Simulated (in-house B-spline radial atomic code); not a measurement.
**Ionising the argon ion Ar⁶⁺ with different functionals**

Computed with a B-spline radial code for spherical atoms: scalar-relativistic (spin-free X2C) Hamiltonian, Fermi nucleus of rms radius 3.4274 fm, spin-polarised at highest spin, spherical fractional occupations for the functionals, the average over the highest-spin determinants for Hartree-Fock. The ionisation energy is the difference of two self-consistent energies, [Ne] 3s2 → [Ne] 3s1, without Breit or QED terms; ε is the level of the shell that loses the electron (its least bound occupied spin orbital).

```csv
method,rung,ΔSCF (eV),-ε(3s) (eV)
Hartree-Fock,Hartree-Fock,122.28,122.46
HF fractional,Hartree-Fock,122.28,122.46
LDA VWN5,LDA,124.39,116.17
LDA PW92,LDA,124.38,116.16
LDA exchange-only,LDA,122.35,114.50
PBE,GGA,124.31,116.04
PBEsol,GGA,123.97,115.93
BLYP,GGA,124.39,116.08
RPBE,GGA,124.21,115.92
PW91,GGA,124.44,116.18
BP86,GGA,124.30,116.23
AM05,GGA,123.81,115.86
OLYP,GGA,123.93,115.83
TPSS,meta-GGA,123.92,116.13
SCAN,meta-GGA,?,?
r2SCAN,meta-GGA,123.24,116.30
revTPSS,meta-GGA,123.76,116.15
PBE0,global hybrid,124.05,117.92
B3LYP,global hybrid,?,?
TPSSh,global hybrid,123.86,116.88
BHandHLYP,global hybrid,124.01,119.79
r2SCAN0,global hybrid,123.32,118.10
B97-1,global hybrid,124.41,117.56
HSE06,range-separated hybrid,124.09,117.57
wB97X,range-separated hybrid,123.40,120.72
CAM-B3LYP,range-separated hybrid,124.40,119.66
LC-wPBE,range-separated hybrid,124.27,121.27
```

Problem. What does B3LYP give?

Solution. ΔSCF 124.41 eV, and -ε(3s) = 117.75 eV.

Problem. What does SCAN give?

Solution. ΔSCF 123.34 eV, and -ε(3s) = 116.36 eV.

Problem. Among the functionals, which spreads more, the ΔSCF values or the orbital energies?

Solution. The orbital energies: ΔSCF values span about 2.08 eV and the orbital energies 6.76 eV.

Problem. How do they compare with the NIST value?

Solution. NIST lists 124.41 eV ± 0.06 (semi-empirical, ground level to ground level). Errors run from -2.13 to +0.03 eV; B3LYP is closest (+0.00 eV), though others lie within the uncertainty of it, and part of that can be cancellation, since the calculations leave out Breit-QED terms, the near-degeneracy of s² and p². Hartree-Fock also lacks correlation.
